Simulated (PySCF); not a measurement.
Geometries of 2 isomers of C2H8ClGeP, from PBE0-D3(BJ)/def2-SVP geometry optimisation, gas phase (PySCF 2.14.0). One conformer each, no zero-point energy, no frequencies.

**Question.** Which is lower in electronic energy at this level?
A.
```xyz
13
angstrom
P      1.972    1.006   -0.584
Ge     0.783   -0.928   -0.049
C     -0.970   -0.362    0.650
C     -1.642    0.730   -0.152
Cl    -1.964    0.212   -1.837
H      2.486    1.172    0.740
H      3.122    0.287   -1.031
H      1.497   -1.759    1.039
H      0.644   -1.781   -1.321
H     -1.622   -1.248    0.713
H     -0.814   -0.002    1.682
H     -2.613    1.017    0.277
H     -1.014    1.631   -0.222
```
B.
```xyz
13
angstrom
C     -1.630   -0.734   -0.148
C     -0.934    0.540   -0.609
Ge     0.778    0.829    0.281
P      2.194   -0.973   -0.102
Cl     1.734    2.531   -0.675
H     -2.582   -0.885   -0.681
H     -1.860   -0.710    0.929
H     -1.011   -1.626   -0.335
H     -1.556    1.431   -0.424
H     -0.727    0.519   -1.691
H      0.615    1.206    1.768
H      1.743   -1.678    1.059
H      3.280   -0.360    0.592
```

**Answer.** B. That is `C[CH2][Ge@@H]([PH2])[Cl]`, 33.2 kcal/mol below the other.

```tsv
SMILES	atoms numbered as above	E (Eh)	relative (kcal/mol)	relative (kJ/mol)	dipole (D)
C[CH2][Ge@@H]([PH2])[Cl]	[CH3:1][CH2:2][Ge@@H:3]([PH2:4])[Cl:5]	-2958.43788	0.0	0.0	2.52
[PH2][GeH2][CH2]CCl	[PH2:1][GeH2:2][CH2:3][CH2:4][Cl:5]	-2958.38500	33.2	138.8	2.25
```
